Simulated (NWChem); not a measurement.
Species: InCl$_{2}$ cation; SMILES [Cl][In+][Cl]

All runs: NWChem. def2 effective core potentials on In; no spin-orbit coupling. Each level has its own optimisation; frequencies are unscaled.

| level | r Cl–In (Å) | highest harmonic frequency (cm⁻¹) | lowest (cm⁻¹) | zero-point energy (kcal/mol) |
|---|---|---|---|---|
| PBE/def2-SVP | 2.266 | 467 | 82 | 1.4 |
| BLYP/def2-SVP | 2.287 | 451 | 79 | 1.4 |
| PBE0/def2-SVP | 2.245 | 489 | 86 | 1.5 |
